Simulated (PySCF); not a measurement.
**Orbital picture of BeF⁺**

r²SCANh at R = 1.377 Å; basis Be jorge-DZP-DKH, F jorge-DZP-DKH; spin-free X2C with a Gaussian nucleus; PySCF 2.14. State: ¹Σ⁺ (singlet), closed shell. Only the outer orbitals are listed, counted within each symmetry.

| orbital | occ. | ε (eV) | on Be (%) | main shells (%) |
| --- | --- | --- | --- | --- |
| 3σ | 2 | -39.24 | 8 | 90 F s |
| 4σ | 2 | -19.56 | 12 | 83 F p |
| 1π | 2 | -18.26 | 11 | 89 F p, 8 Be p |
| 1π | 2 | -18.26 | 11 | 89 F p, 8 Be p |
| 5σ | 0 | -10.96 | 98 | 77 Be s, 21 Be p |
| 2π | 0 | -7.19 | 95 | 93 Be p |
| 2π | 0 | -7.19 | 95 | 93 Be p |

Question: Which are the highest filled and the lowest empty level, where do they sit, and how wide is the gap?

Answer: Highest filled 1π at -18.26 eV (in %: 89 F p, 8 Be p); lowest empty 5σ at -10.96 eV (in %: 77 Be s, 21 Be p); the gap at r²SCANh is 7.30 eV.

```
bond order (Mayer)                                                                                                : 1.43
⟨S²⟩                                                                                                              : 0.000
charge on Be (Mulliken, basis-dependent)                                                                          : 1.17
charge on Be (Löwdin, basis-dependent)                                                                            : 0.91
dipole moment (positive dipole points towards F; it is taken about the centre of mass and depends on that origin) : -8.17 D
```
